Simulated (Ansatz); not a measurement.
Cost and result for the atomization energy of C2H9NO2Si (`CO[Si](C)(N)O`) (15 atoms, 14 bonds).

Z-matrix (Å, degrees):
```
C
O 1 1.406
H 1 1.096 2 111.3
H 1 1.096 2 111.5 3 121.4
H 1 1.092 2 108.5 3 -119.0
Si 2 1.646 1 123.6 3 -76.0
N 6 1.705 2 111.0 1 -55.5
C 6 1.857 2 111.7 1 64.6
O 6 1.643 2 103.0 1 -175.0
H 7 1.006 6 120.6 2 140.7
H 7 1.007 6 121.3 2 -70.2
H 8 1.093 6 111.2 2 174.2
H 8 1.093 6 110.2 2 54.9
H 8 1.093 6 111.7 2 -65.0
H 9 0.958 6 115.2 2 -18.0
```

The species carries charge 0 and has multiplicity 1. The geometry is a stationary point of PBE0-D4/def2-TZVP. It is one conformer, not always the lowest. Program: Ansatz. All runs use 2 threads of an AMD EPYC 7R13 on a shared host and a share of an NVIDIA H100 80 GB. Times are those of one run each, without the atoms' runs, and a repeat can differ threefold. Electronic energies, without spin–orbit coupling; frozen cores. CCSD(T)/CBS adds CCSD(T) − MP2 in def2-TZVPP to the MP2 limit, and its time is that of the two runs behind it. T1 = 0.011. B3LYP takes the VWN-RPA correlation (the form of Gaussian; ORCA's B3LYP/G).

CCSD(T)/CBS is a level of theory with its own doubt, some kJ/mol a heavy atom from the limit and from the frozen cores, so smaller differences don't rank the functionals.

| level | functions | wall time | atomization (kJ/mol) | difference from CCSD(T)/CBS | per bond |
| --- | --- | --- | --- | --- | --- |
| PBE-D4/def2-TZVPP (with forces) | 323 | 2.6 s | 5915.5 | 64.7 | 4.6 |
| B2PLYP/def2-TZVPP | 323 | 2.7 s | 5775.2 | -75.6 | -5.4 |
| r2SCAN-D4/def2-TZVPP (with forces) | 323 | 2.8 s | 5833.0 | -17.8 | -1.3 |
| PBE0-D4/def2-TZVPP | 323 | 3.4 s | 5812.9 | -37.9 | -2.7 |
| ωB97M-V/def2-TZVPP (with forces) | 323 | 3.8 s | 5859.1 | 8.3 | 0.6 |
| ωB97X-V/def2-TZVPP | 323 | 4.4 s | 5850.0 | -0.8 | -0.1 |
| B3LYP-D4/def2-TZVPP (with forces) | 323 | 5.5 s | 5834.7 | -16.1 | -1.1 |
| MP2/def2-QZVPP | 625 | 5.5 s | 5877.6 | 26.8 | 1.9 |
| CCSD(T)/def2-TZVPP | 323 | 9 s | 5686.5 | -164.3 | -11.7 |
| CCSD(T)/CBS(def2) | – | 15 s | 5850.8 | 0.0 | 0.0 |

From PBE to PBE0 (25 % exact exchange), in def2-TZVPP and without D4, the atomization energy moves by −97.8 kJ/mol: exact exchange takes away binding that semilocal exchange gives to molecules. In def2-TZVPP, CCSD(T) changes the Hartree–Fock value by +1474.2 kJ/mol (the triples alone add +78.1 kJ/mol) and MP2 by +1567.0 kJ/mol; breaking electron pairs costs correlation energy, which Hartree–Fock lacks. The D4 term adds +50.4 kJ/mol with B3LYP and +26.9 kJ/mol with PBE0; it sums over pairs of atoms, weighted by their polarisabilities, and B3LYP, whose exchange is more repulsive, gets the larger term.
